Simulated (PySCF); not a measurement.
C₃H₈FNSi.
SMILES: `C=C(CF)[SiH2]N`

Torsions of this conformer, `[CH2:1]=[C:2]([CH2:3][F:4])[SiH2:5][NH2:6]`: C1–C2–C3–F4 -1°, C1–C2–Si5–N6 -80°, H–N6–Si5–C2 -40°, H–N6–Si5–C2 178°.

The closed-shell ground state was solved at several levels (PySCF, density fitting, gas phase, non-relativistic). Isolated species at its PBE0-D3(BJ)/def2-SVP geometry (one conformer only).

| level | basis functions | total energy (Eh) | HOMO (eV) | LUMO (eV) | gap (eV) | dipole (D) |
| --- | --- | --- | --- | --- | --- | --- |
| PBE0/STO-3G | 42 | -555.8463 | -3.69 | 3.45 | 7.14 | 1.75 |
| wB97X-D/pcSseg-1 | 149 | -563.0863 | -9.29 | 1.36 | 10.65 | 2.21 |
| B97-D/pcSseg-1 | 149 | -562.9904 | -5.95 | -1.28 | 4.67 | 2.11 |
| BP86/pcSseg-1 | 149 | -563.2056 | -6.05 | -1.49 | 4.56 | 2.11 |
| OPBE/pcSseg-1 | 149 | -562.9973 | -5.92 | -1.30 | 4.62 | 2.05 |
| B97-2/pcSseg-1 | 149 | -563.0948 | -7.11 | -0.48 | 6.63 | 2.15 |
| PBE0/6-31G | 74 | -562.6527 | -6.97 | -0.08 | 6.89 | 2.26 |
| PBE0/pcSseg-1 | 149 | -562.7477 | -7.37 | -0.45 | 6.92 | 2.17 |

Task: Estimate the row for PBE/pcSseg-1, a basis of 149 functions; the other rows only guide the guess.

Result: Total energy -562.7038 Eh, HOMO -5.93 eV, LUMO -1.40 eV, gap 4.53 eV, dipole 2.09 D.

Task: Over all these levels, which gives the widest orbital gap and which the narrowest?

Result: wB97X-D/pcSseg-1 (range-separated hybrid) has the widest, 10.65 eV, and PBE/pcSseg-1 (GGA) the narrowest, 4.53 eV. The two share the basis. From the narrowest to the widest the HOMO moves by -3.36 eV and the LUMO by +2.76 eV.

Task: How much does the basis alone move the frontier levels among the 3 PBE0 rows?

Result: The HOMO by 3.68 eV and the LUMO by 3.90 eV. By rising basis size (HOMO, LUMO in eV): STO-3G -3.69, 3.45; 6-31G -6.97, -0.08; pcSseg-1 -7.37, -0.45.

Task: In the pcSseg-1 basis, how does the gap go with the fixed share of exact exchange?

Result: PBE (0 %) 4.53 eV; BP86 (0 %) 4.56 eV; OPBE (0 %) 4.62 eV; B97-D (0 %) 4.67 eV; B97-2 (21 %) 6.63 eV; PBE0 (25 %) 6.92 eV. Each rise in the share widens the gap here.

Task: How far do the dipole and the HOMO energy spread over the levels?

Result: The dipole runs from 1.75 to 2.26 D (mean 2.10 D) and the HOMO from -9.29 to -3.69 eV.

The pairwise dispersion term of B97-D and wB97X-D wasn't added to the energies; at a given geometry it leaves orbitals and properties as they are.
